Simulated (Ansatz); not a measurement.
The first iterations of a band of Cl2FH4NOTi (10 atoms, charge 0, multiplicity 1).

Method: Ansatz 0.2.0, RKS PBE0/def2-SVP.

```json
{
 "movable images": "4",
 "climbing image": "no",
 "spring": "5.0 eV/Å²",
 "optimiser": "quadratic models (default)",
 "start path": "through a guess of the saddle point",
 "force threshold": "0.05 eV/Å",
 "iteration limit": "60",
 "end points": "relaxed"
}
```

Initial state:

```xyz
10
Properties=species:S:1:pos:R:3
Ti -0.072 -0.087 0.228
F -0.472 0.082 1.916
Cl 1.948 0.648 -0.401
O -1.042 1.183 -0.477
H -1.371 1.520 -1.316
Cl -1.013 -1.773 -0.923
N 1.182 -1.826 1.039
H 0.593 -2.534 1.477
H 1.695 -2.276 0.281
H 1.864 -1.502 1.726
```

Final state:

```xyz
10
Properties=species:S:1:pos:R:3
Ti 0.309 -0.594 -0.749
F -0.287 0.236 2.419
Cl 2.097 0.139 -1.781
O -0.635 0.718 -0.122
H -0.709 0.826 0.857
Cl -0.935 -1.975 -1.908
N 0.887 -1.499 0.831
H 0.498 -2.425 1.016
H 1.891 -1.521 1.022
H 0.197 -0.470 1.966
```

| iteration | highest image above the first end (eV) | largest band force component (eV/Å) |
| --- | --- | --- |
| 1 | 8.864 | 43.899 |
| 2 | 2.262 | 2.455 |
| 3 | 1.853 | 7.708 |
| 4 | 1.791 | 1.592 |
| 5 | 1.759 | 1.419 |
| 6 | 1.753 | 2.906 |
| 7 | 1.750 | 1.176 |
| 8 | 1.740 | 0.971 |
| 9 | 1.728 | 0.497 |

Question: Does the band converge within its limit, and where does its top end?

Answer: It converged. It ended after 27 iterations with the highest image 1.418 eV above the first end. No image climbed, so the highest image needn't sit at the top of the path. The orbitals stay closed-shell, which can raise the energy where a bond breaks towards radicals; this wasn't checked here.

The run took 3.2 min on 4 threads of Intel(R) Xeon(R) 6975P-C (Granite Rapids), on a shared host, peak memory 0.41 GiB.
